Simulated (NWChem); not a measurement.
# CH4ClFSi; SMILES C[Si@@H](F)Cl

```xyz
8

C     -1.3529    -1.3698    -0.2700
Si     0.0990    -0.4025     0.3794
F      1.4702    -0.9435    -0.3307
Cl    -0.1178     1.5999    -0.1163
H     -1.4294    -1.2590    -1.3701
H     -1.2423    -2.4469    -0.0303
H     -2.2959    -1.0039     0.1833
H      0.2923    -0.5014     1.8585
```
Atoms are numbered in this order, from 1.

All runs: NWChem. Pople sets run with spherical d functions. Structure relaxed at the PBE-D3(BJ)/def2-SVP level. Atomic charges in e: unrestrained fits to the electrostatic potential beside Mulliken populations; buried atoms are poorly determined by the fit.

Problem. Estimate the computed values for Hartree-Fock/6-31G*. Quantities: ESP C1; Mulliken C1; ESP Si2; Mulliken Si2; ESP F3; Mulliken F3; ESP Cl4; Mulliken Cl4; relative RMS misfit of the potential (%).

Solution. 
```yaml
ESP C1: -0.45
Mulliken C1: -0.82
ESP Si2: 0.99
Mulliken Si2: 1.24
ESP F3: -0.38
Mulliken F3: -0.53
ESP Cl4: -0.32
Mulliken Cl4: -0.37
relative RMS misfit of the potential (%): 26
```
